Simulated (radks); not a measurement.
The bismuth ion Bi2+, 81 electrons, occupied as [Hg] 6p1. Calculated with a radial shooting solver on a logarithmic mesh with Libxc functionals: scalar-relativistic Kohn-Sham, r2SCAN, spin-polarised, spherical densities, finite nucleus; open shells are filled with parallel spins first (spin-orbit coupling, left out, can overturn this in heavy ions); meta-GGA in the generalised Kohn-Sham scheme; Fermi nuclear charge, rms radius 5.5211 fm.

Radial electron density D(r) = 4 pi r^2 rho(r):

r (bohr)   D(r) (e/bohr)   spin D(r)
0.0008201          9.857  -0.0000545
0.0009547          12.29  -0.0000675
0.001111           15.25  -0.0000829
0.001294           18.85   -0.000101
0.001494           22.93   -0.000121
0.00174            28.03   -0.000145
0.002025           34.03   -0.000171
0.002358           40.99   -0.000199
0.002745           48.91   -0.000225
0.003195           57.75   -0.000245
0.00372            67.35   -0.000254
0.00433            77.42   -0.000242
0.005041           87.55   -0.000194
0.005869           97.16  -0.0000888
0.006778           105.1   0.0000893
0.007891           111.7    0.000396
0.009186           115.6    0.000871
0.01069            116.5     0.00157
0.01245            114.4     0.00254
0.01449            110.3     0.00383
0.01687            105.8     0.00544
0.01964            103.1     0.00730
0.02287            104.7     0.00920
0.02662            112.1      0.0108
0.03099            124.9      0.0116
0.03579            139.5      0.0111
0.04167            152.6     0.00881
0.04851            158.1     0.00485
0.05647            153.3    0.000217
0.06574            140.5    -0.00305
0.07653            127.7    -0.00256
0.08909            123.7     0.00295
0.1037             131.6      0.0117
0.1207             144.3      0.0182
0.1406             148.2      0.0170
0.1623             135.8     0.00823
0.189              110.6   -0.000944
0.22               89.12     0.00147
0.2561             84.73      0.0180
0.2982             94.12      0.0335
0.3471             100.7      0.0291
0.4041             91.79     0.00692
0.4704             70.11    -0.00349
0.5477             47.91      0.0239
0.6376             34.15      0.0751
0.7422             28.57      0.0990
0.8572             25.97      0.0637
0.9979             22.15    -0.00891
1.162              16.89     -0.0416
1.352              11.65      0.0299
1.574              7.571       0.202
1.833              4.821       0.401
2.134              3.026       0.529
2.484              1.816       0.529
2.892             0.9949       0.417
3.367             0.4749       0.259
3.888             0.2002       0.132
4.526            0.06566      0.0502
5.269            0.01693      0.0144
6.134           0.003300     0.00301
7.141          0.0004632    0.000442

D(r) has 4 maxima, at r = 0.0104, 0.0489, 0.135, 0.347 bohr, and minima at 0.0203, 0.0870, 0.246 bohr, inside which lie 1.88, 10.99, 30.08 electrons.
